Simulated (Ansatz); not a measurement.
Reaction (cleavage of the B–Ge bond): `C[B](F)[GeH3]` + `O[SiH3]` → `CB(F)O[SiH3]` + GeH₄

Gas-phase electronic energies from Ansatz, PBE0-D4/def2-TZVP geometries. CBS: MP2 limit from def2 TZ/QZ plus the TZ coupled-cluster correction, frozen cores. Functionals use def2-TZVPP. HSE06 is defined as in plane-wave codes. For Ge outer-core shells are correlated without core-valence functions, which leaves a few kJ/mol of doubt a bond. Scalar relativity is left out up to krypton. One conformer a species, not always the lowest.

**Question.** Is it downhill or uphill in electronic energy at CCSD(T)/CBS, and by how much? (Best estimate.)

**Answer.** Ansatz gave: Downhill: ΔE = -160.8 kJ/mol.

**Question.** What do these levels give: HSE06-D4, RPA@PBE/def2-TZVPP, HF/def2-SVP, SCS-MP2/def2-TZVPP, CCSD/def2-TZVPP, HF/CBS(def2)? (Best estimate.)

**Answer.** Computed: HSE06-D4 -157.4, RPA@PBE/def2-TZVPP -161.6, HF/def2-SVP -203.7, SCS-MP2/def2-TZVPP -168.0, CCSD/def2-TZVPP -166.7, HF/CBS(def2) -188.5 kJ/mol.

Largest T1 diagnostic among the species: 0.013.

At CCSD(T), def2-SVP lies −30.7 kJ/mol from the extrapolated value and def2-TZVPP −3.7 kJ/mol. In def2-TZVPP, CCSD(T) changes the Hartree–Fock value by +21.9 kJ/mol (the triples alone add +2.2 kJ/mol) and MP2 by +20.9 kJ/mol.
